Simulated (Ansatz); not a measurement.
Molecule: borinic acid, sum formula H3BO, net charge 0, singlet state. SMILES: BO
Structure (B3LYP-D3(BJ)/def2-TZVP (Ansatz, a program for electronic structure) minimum search):
```
B
O 1 1.3512
H 2 0.9633 1 114.11
H 1 1.1918 2 116.77 3 180.00
H 1 1.1973 4 122.56 2 180.00
```

Wanted: vertical ionisation energy (to the doublet state of charge +1; each state is the SCF solution reached for its spin), in eV. Cores are frozen in the correlated levels unless marked. Open shells are spin-unrestricted. Spin-orbit coupling is left out. Non-relativistic. CBS(X,Y): correlation extrapolated as X^-3; Hartree-Fock from the larger set.

Level to compare with: CCSD(T)/CBS(def2-TZVPPD,def2-QZVPPD) (Ansatz), 12.16 eV. It is a level with limits of its own, and the differences hold the functionals' basis error too.

Rank these functionals by how close they come to CCSD(T)/CBS(def2-TZVPPD,def2-QZVPPD), closest first: PBE0/def2-TZVPD (Ansatz); PBE/def2-TZVPD (Ansatz); CAM-B3LYP/def2-TZVPD (Ansatz).

CAM-B3LYP/def2-TZVPD (range-separated hybrid, 11.94 eV, difference -0.22), PBE0/def2-TZVPD (global hybrid, 11.77 eV, difference -0.39), PBE/def2-TZVPD (GGA, 11.46 eV, difference -0.70)
